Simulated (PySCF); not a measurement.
Steps of a relaxation of Tm2H6

Tm2H6 (singlet in the valence; each metal's 4f electrons, 12 of them, lie in its core potential, out of spins and levels). PySCF 2.14.0, RKS BP86, Tm lcecp-1-SVP with ECP58, H def2-SVP; non-relativistic Hamiltonian with scalar-relativistic core potentials where named; density fitting; no spin-orbit coupling. Origin of the start: template. Columns: position (Å) and force (eV/Å). Energies are counted from the last step; some of the 8 steps are shown. Forces carry noise of the integration grid, about 0.01 to 0.03 eV/Å.

Run from Python with OMP_NUM_THREADS=2. Where DIIS fails, smearing, a level shift and second-order steps follow.
It took 41 s on 2 threads of Arm Neoverse V1, with other jobs on the host, from the converged density of the start.

```xyz
8
step 0  E = 0.577 eV
Tm    0.0000    0.0000    1.6340     0.00    0.00    1.86
Tm    0.0000    0.0000   -1.6340     0.00    0.00   -1.86
H     1.3973    0.0000    0.0000    -0.42    0.00    0.00
H    -1.3973    0.0000    0.0000     0.42    0.00    0.00
H     0.0000    1.8244    2.7716     0.00   -0.98   -0.58
H     0.0000   -1.8244    2.7716     0.00    0.98   -0.58
H     0.0000    1.8244   -2.7716     0.00   -0.98    0.58
H     0.0000   -1.8244   -2.7716     0.00    0.98    0.58
```

```xyz
8
step 2  E = 0.021 eV
Tm    0.0000    0.0000    1.7071     0.00    0.00   -0.02
Tm    0.0000    0.0000   -1.7071     0.00    0.00    0.02
H     1.2933    0.0000    0.0000    -0.11    0.00    0.00
H    -1.2933    0.0000    0.0000     0.11    0.00    0.00
H     0.0000    1.6723    2.7338     0.00    0.04    0.11
H     0.0000   -1.6723    2.7338     0.00   -0.04    0.11
H     0.0000    1.6723   -2.7338     0.00    0.04   -0.11
H     0.0000   -1.6723   -2.7338     0.00   -0.04   -0.11
```

```xyz
8
step 5  E = 0.000 eV
Tm    0.0000    0.0000    1.7342     0.00    0.00    0.05
Tm    0.0000    0.0000   -1.7342     0.00    0.00   -0.05
H     1.2534    0.0000    0.0000     0.01    0.00    0.00
H    -1.2534    0.0000    0.0000    -0.01    0.00    0.00
H     0.0000    1.6480    2.8183     0.00    0.01    0.00
H     0.0000   -1.6480    2.8183     0.00   -0.01    0.00
H     0.0000    1.6480   -2.8183     0.00    0.01    0.00
H     0.0000   -1.6480   -2.8183     0.00   -0.01    0.00
```

Task: Where does the relaxation end?

Result: It converges at step 7 in D2h:
```xyz
8
step 7  E = 0
Tm    0.0000    0.0000    1.7392
Tm    0.0000    0.0000   -1.7392
H     1.2513    0.0000    0.0000
H    -1.2513    0.0000    0.0000
H     0.0000    1.6510    2.8195
H     0.0000   -1.6510    2.8195
H     0.0000    1.6510   -2.8195
H     0.0000   -1.6510   -2.8195
```

Task: How did the contacts change?

Result: 
```tsv
contact	start (Å)	end (Å)
Tm1–H3 (H)	2.150	2.143
Tm1–H4 (H)	2.150	2.143
Tm1–H5 (H)	2.150	1.973
Tm1–H6 (H)	2.150	1.973
Tm2–H7 (H)	2.150	1.973
Tm2–H8 (H)	2.150	1.973
```


An lcecp potential fixes the number of 4f electrons, so in runs with it no electron can move into or out of that shell.
